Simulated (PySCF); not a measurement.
## Bond length, frequency and bond energy of HgC⁻ by level of theory

State: ⁴Σ⁻ (quartet), unpaired electrons σ ↑, π ↑↑. Set-up: PySCF, scalar-relativistic core potentials, basis sets Hg def2-SVPD with ECP60, C def2-SVPD. De refers to Hg + C⁻ in their high-spin ground configurations, without counterpoise correction. The functionals are run spin-unrestricted. A positive dipole points towards C; it is taken about the centre of mass and depends on that origin.

```csv
Level,Re (Å),ωe (cm⁻¹),De (eV),μ (D),"CPU s a point (SCF and correlation, without the integrals)"
UHF,2.643,201,n/a,-6.63,0.16
UHF-MP2,2.491,232,n/a,n/a,0.32
UHF-SCS-MP2,2.539,218,n/a,n/a,n/a
PBE,2.338,271,n/a,-4.76,0.68
revPBE,2.388,244,n/a,-5.03,0.45
r²SCAN,2.353,269,n/a,-4.91,0.96
r²SCANh,2.367,265,n/a,-5.01,1.1
PBE0,2.373,263,n/a,-5.05,0.94
r²SCAN0,2.387,261,n/a,-5.14,1.1
```

Problem. What does a quarter of exact exchange do here, going from PBE to PBE0?

Solution. PBE0 less PBE: +3.5 pm in Re, -3.0 % in ωe. Exact exchange removes part of the self-interaction that spreads semilocal densities, and in most molecules shortens and stiffens the bond and lowers De; here Re and ωe go the other way.

Problem. What does second-order correlation do here, going from UHF to UHF-MP2?

Solution. UHF-MP2 less UHF: -15.2 pm in Re, +15.4 % in ωe. Correlation nearly always deepens the well. The bond shortens, as in weak, metallic or heavy-atom bonds, where dispersion and the correlation of outer-core electrons pull the atoms together.

Correlated steps freeze 1 core orbital. These are scalar-relativistic numbers at best; spin–orbit coupling would shift them, the dissociation energy most. The highest Kohn–Sham level is positive in this anion. Much of that is self-interaction error, but it also means that the finite basis helps to hold the extra electron. The state is the lowest determinant that a PBE0 search found; another state may lie lower at other levels.

The whole job (state search and all levels along the bond) took about 1.8 min on 1 thread of Arm Neoverse V2 (shared host), peak memory 0.7 GiB.
